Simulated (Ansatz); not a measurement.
Born–Oppenheimer molecular dynamics of AlH₅O₃Si (10 atoms, charge 0, multiplicity 1). It starts from a relaxed structure.

Computed with Ansatz, RKS revPBE-D4/6-31G.

* ensemble: NVE (velocity Verlet)
* time step: 0.5 fs
* steps asked: 500
* starting velocities drawn for: 300 K
* seed: 803758

First frame:

```xyz
10
Properties=species:S:1:pos:R:3
Al -0.213 -0.344 -0.163
O -0.955 -0.398 1.381
Si -1.365 -0.437 3.040
H -2.626 -1.261 3.231
H -0.249 -1.059 3.861
H -1.621 0.971 3.546
O 1.521 -0.292 -0.273
H 2.094 -0.261 -1.059
O -1.122 -0.338 -1.645
H -2.076 -0.361 -1.832
```

Task: How far do the bonds stretch over the last three quarters of this one trajectory? (Pairs bonded in most of those frames.)

Result: 
| bond | mean (Å) | spread (Å) | shortest | longest |
| --- | --- | --- | --- | --- |
| Al1–O2 | 1.724 | 0.019 | 1.68 | 1.75 |
| Al1–O7 | 1.740 | 0.023 | 1.71 | 1.78 |
| Al1–O9 | 1.739 | 0.018 | 1.71 | 1.77 |
| O2–Si3 | 1.719 | 0.017 | 1.69 | 1.76 |
| Si3–H4 | 1.521 | 0.042 | 1.46 | 1.58 |
| Si3–H5 | 1.520 | 0.011 | 1.49 | 1.54 |
| Si3–H6 | 1.521 | 0.018 | 1.49 | 1.55 |
| O7–H8 | 0.974 | 0.014 | 0.95 | 1.00 |
| O9–H10 | 0.973 | 0.007 | 0.96 | 0.99 |

Mean temperature of the second half: 163 K. The conserved energy stayed within 0.071 meV per atom of its start (net change 0.05 meV per atom), so the integration is sound. Over the second half the temperature averaged 0.54 of the 300 K drawn at the start: a run that starts near a minimum puts about half its kinetic energy into the potential. A run of 0.25 ps of so small a system gives no equilibrium averages. Limits of this set-up: no polarisation functions.

The run took 20 min on 1 thread of Arm Neoverse V2 (shared host), peak memory 0.11 GiB.
